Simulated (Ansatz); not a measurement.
Two isomers of FH5SSi2: A = `F[SiH2]S[SiH3]`, B = `F[SiH2][SiH2]S`.

Computed with Ansatz on PBE0-D4/def2-TZVP structures; ΔE is electronic, products minus reactants. CBS: MP2 limit from def2 TZ/QZ plus the TZ coupled-cluster correction, frozen cores. This one scheme is used for every species. Functionals use def2-TZVPP. One conformer a species, not always the lowest.

Which is lower in electronic energy at CCSD(T)/CBS, and by how much? (An estimate is asked.)

The calculation gave: A, by 19.1 kcal/mol.

Give E(B) − E(A) in kcal/mol with MP2/def2-TZVPP, CCSD(T)/def2-TZVPP, CCSD(T)/def2-SVP, B2PLYP, ωB97M-V, r2SCAN-D4, PBE-D4. (An estimate is asked.)

Ansatz gave: MP2/def2-TZVPP 21.1, CCSD(T)/def2-TZVPP 18.7, CCSD(T)/def2-SVP 17.8, B2PLYP 18.9, ωB97M-V 19.7, r2SCAN-D4 18.4, PBE-D4 16.1. None reverses the order clearly.

Does the order hold for the free energy at 298.15 K (harmonic terms from PBE0-D4)? (An estimate is asked.)

Ansatz gave: Yes: G(B) − G(A) = +18.5 kcal/mol, for one conformer each. Modes under 60 cm⁻¹, often nearly free rotors, make the harmonic entropy too high.

Largest T1 diagnostic: 0.012.

At CCSD(T), def2-SVP lies −1.3 kcal/mol from the extrapolated value and def2-TZVPP −0.4 kcal/mol. From PBE to PBE0 (25 % exact exchange), in def2-TZVPP and without D4, E(B) − E(A) moves by +1.1 kcal/mol.
